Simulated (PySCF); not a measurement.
Structure problem from calculated spectra and properties.

Formula: C6H10O2.

- 13C NMR: chemical shifts (computed TMS as zero) by class: 171.7 (1 C), 140.2 (1 C), 137.3 (1 C), 69.7 (1 C), 23.5 (2 C) ppm [GIAO PBE0/pcSseg-1]
- 1H NMR: chemical shifts (computed TMS as zero) by class: 6.98 (1 H), 6.30 (1 H), 6.20 (1 H), 5.18 (1 H), 1.31 (6 H) ppm [GIAO PBE0/pcSseg-1]
- Dipole: 1.64 D [PBE0/pcSseg-1]
- NMR, other nuclei: isotropic shieldings of nuclei other than C and H, by class: -64 (1 O), 92 (1 O) ppm [GIAO PBE0/pcSseg-1]
- Rotational structure: rotational constants A, B, C: 4.762, 1.119, 1.015 GHz [GFN2-xTB]

Gas-phase values; electronic properties from PySCF, density fitting. Levels stand in brackets. One conformer (not necessarily the lowest) at the GFN2-xTB geometry, without solvent, vibrations or thermal averaging. NMR values are class means; diastereotopic atoms form classes of their own.

**Question.** What is the compound? Reason from the data.

**Answer.** Numbering: `[CH2:1]=[CH:2][C:3](=[O:4])[O:5][CH:6]([CH3:7])[CH3:8]`. Its formula, C6H10O2, gives 2 degrees of unsaturation: 0 rings and 2 π bonds in the structure found. 6 carbons fall into 5 classes; from least to most shielded: ester carbonyl carbon [C3] (171.7 ppm), terminal =CH2 carbon [C1] (140.2 ppm), alkene CH carbon [C2] (137.3 ppm), sp3 carbon bound to oxygen [C6] (69.7 ppm), methyl carbon [C7/C8] (23.5 ppm, 2 C). Hydrogen classes from least to most shielded: 1 H on a terminal =CH2 carbon, C1 (6.98 ppm), 1 H on an alkene CH carbon, C2 (6.30 ppm), 1 H on a terminal =CH2 carbon, C1 (6.20 ppm), 1 H on an sp3 carbon bound to oxygen, C6 (5.18 ppm), 6 H on 2 methyl carbons, C7/C8 (1.31 ppm, a mean of values up to 1.0 ppm apart in this geometry). The other shieldings belong to: -64 ppm, ester carbonyl oxygen [O4]; 92 ppm, ester single-bonded oxygen [O5]. The optimised geometry has point group C1 and is an asymmetric top. Structure: isopropyl acrylate (`C=CC(=O)OC(C)C`). Computed isomers that give other values at the same levels: `C=C/C=C/OCOC` (13C chemical shifts (computed TMS as zero) by class: 155.9 (1 C), 141.4 (1 C), 117.8 (1 C), 111.0 (1 C), 98.4 (1 C), 59.0 (1 C) ppm); `C/C=C\COC(C)=O` (13C chemical shifts (computed TMS as zero) by class: 176.4 (1 C), 134.2 (1 C), 133.9 (1 C), 62.1 (1 C), 23.5 (1 C), 16.2 (1 C) ppm); `CO[C@@H]1C=C(C)CO1` (rotational constant A: 5.159 GHz; this holds for the one conformer computed). The assignments are read from this structure; whether some other isomer fits the data as well wasn't checked.

Shape of the structure used: `[CH2:1]=[CH:2][C:3](=[O:4])[O:5][CH:6]([CH3:7])[CH3:8]`: C1–C2–C3–O4 -1°, C2–C3–O5–C6 180°, C3–O5–C6–C7 83°.
